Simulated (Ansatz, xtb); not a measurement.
Ranking isomers of C4H2F2O

4 gas-phase structures of C4H2F2O, from a drawn sample of its isomers (lower ones may exist). Each was relaxed with GFN2-xTB; where two conformers were screened, the lower at r2SCAN-D4/def2-SVP is listed:

A. `Fc1ccc(F)o1`, a singlet
B. `Fc1coc(F)c1`, a singlet
C. `Fc1cocc1F`, a singlet
D. `O=C=C/C(F)=C\F`, a singlet

**Question.** Which do you expect lowest at r2SCAN-D4/def2-SVP, and how would the others follow?

**Answer.** Calculated order at r2SCAN-D4/def2-SVP: A (0.0), B (2.3), C (9.4), D (16.8) kcal/mol.

Energies above the lowest of each column, in kcal/mol; the last columns are at B3LYP-D3(BJ)/def2-SVP geometries (a dash: not run or not comparable):

| structure | GFN2-xTB | HF/STO-3G | r2SCAN-D4/def2-SVP | B3LYP-D3(BJ)/def2-SVP | CCSD(T)/def2-SVP + ΔMP2/def2-TZVPP |
| --- | --- | --- | --- | --- | --- |
| A | 0.0 | 0.0 | 0.0 | 0.0 | 0.0 |
| B | 0.4 | 3.3 | 2.3 | 1.9 | 2.0 |
| C | 4.0 | 9.2 | 9.4 | 8.4 | 8.3 |
| D | 28.1 | 55.0 | 16.8 | 14.2 | – |

Every level run on A puts it lowest or level with the lowest. Flexible structures stand in one conformer each, not always the lowest. Frequencies (B3LYP-D3(BJ)/def2-SVP) were run for A, B, C alone. ΔMP2 is the change of the MP2 energy from the smaller to the larger basis.

Over these structures GFN2-xTB departs from r2SCAN-D4/def2-SVP by 5.2 kcal/mol on average once a common shift is removed. A GFN2-xTB relaxation took about 0.078 s and the r2SCAN-D4/def2-SVP energy about 1.7 s on a shared host (Ansatz 0.2.0, xtb 6.7.1).
